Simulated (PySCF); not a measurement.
C₄H₇NSi, SMILES C/C(C#N)=C/[SiH3].

Geometry optimised at PBE0-D3(BJ)/def2-SVP. A frequency run showed that this geometry is not a minimum. The structure was generated by enumeration; whether it is a known compound was not checked.

Two levels are set side by side: PBE/def2-TZVP (PySCF) and ωB97X/def2-TZVP (PySCF). Same geometry, gas phase. Differences are taken from unrounded values.

| quantity | ωB97X | PBE | PBE minus ωB97X |
|---|---|---|---|
| orbital gap (eV) | 10.55 | 4.18 | -6.37 |
| highest occupied level (eV) | -10.30 | -6.95 | 3.35 |
| lowest empty level (eV) | 0.25 | -2.77 | -3.02 |
| dipole moment (D) | 3.97 | 3.84 | -0.13 |
| mean polarisability (bohr³) | 78.3 | 81.9 | 3.6 |

Without exact exchange PBE keeps part of each electron's self-repulsion, which lifts occupied levels and narrows the gap. Loosely held outer electrons make PBE densities more polarisable. Differences between two approximate levels are no errors against the true value.

Rough cost on one machine, each run with all the roots and properties that it gave: ωB97X against PBE within a factor of 2.
